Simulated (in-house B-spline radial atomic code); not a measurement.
The numbers below are computed, except where a source is named.
**Sr in an electron gas of r_s = 2: phase shifts, screening, friction and resistivity**

A nucleus sits in a uniform electron gas with a rigid positive background. The Kohn-Sham equations are solved self-consistently in the spin-unpolarised LDA (PW92), non-relativistic, on B-splines with outgoing waves at the boundary and partial waves to l = 8. The model has no lattice, no bands and no magnetic solution. Atomic units; δ_l are the phase shifts at the Fermi level, counted so that each bound state adds π, and good to about 0.0005.

The density parameter is r_s = 2 bohr, near that of the valence electrons of Si (4 per atom, density 2.33 g/cm³, mass 28.09 u, which gives r_s = 2.01).

```csv
l,δ_l (rad)
0,11.2525
1,8.7280
2,4.3152
3,0.0754
4,0.0124
5,0.0025
6,0.0003
7,0.0000
8,-0.0001
```

Bound levels below the band bottom (hartree): s -11.15, p -8.681, d -4.19, s -0.8882, p -0.3038 and deeper ones.

(1) Check the Friedel sum rule, and say where the screening charge sits.

(2) Find the transport cross section and the electronic stopping of a 10 keV Sr ion (mass 87.62 u).

(3) What residual resistivity would 1 atomic per cent of such centres give in a metal of this density?

(4) On a substitutional site the background of one host ion, a sphere holding 4 charges, is taken out. The phase shifts for l = 0 to 4 become 10.9159, 8.4813, 3.4725, -0.0246, -0.0111. What follows?

## Answers

(1) k_F = (9π/4)^(1/3)/r_s = 0.95958. The rule is Z = (2/π) Σ (2l + 1) δ_l. The terms are s 7.164, p 16.669, d 13.736, f 0.336 and 0.090 beyond, in all 37.994 against Z = 38. Bound states hold 8 s, 18 p, 10 d electrons, so the scattering states carry 1.99 in all; where a term is smaller than its bound count, the bound level has drawn weight out of the band.

(2) σ_tr = (4π/k_F²) Σ (l + 1) sin²(δ_l − δ_(l+1)). The terms for l = 0 to 3 are 0.3349, 1.8258, 2.3784, 0.0159, all together 4.5554, so σ_tr = 13.647 × 4.5554 = 62.170 bohr². With n = 3/(4π r_s³) = 0.02984, the friction coefficient is Q = n k_F σ_tr = 1.7802. For v well below v_F = 0.960, dE/dx = Q v; with 24801 eV per u at v = 1, v = √(10000/(24801 × 87.62)) = 0.0678, so dE/dx = 0.12077 hartree/bohr = 62.1 eV/nm. The largest term couples the d and f waves.

(3) Δρ = k_F n_i σ_tr/n in atomic units of 21.74 μΩ·cm. With one host atom per 4 electrons, n_i/n = 0.01/4, so Δρ = 0.9596 × 0.00250 × 62.170 × 21.74 = 3.24 μΩ·cm. This is an atom added to the gas, as on an interstitial site.

(4) The Friedel sum is now 34.01, for Z − 4 = 34. The sum in σ_tr is 2.6159, so σ_tr = 35.70 bohr² and Δρ = 1.86 μΩ·cm per atomic per cent, 0.57 times the value above. A real host ion scatters too, so this model doesn't give zero even for the host's own atom.
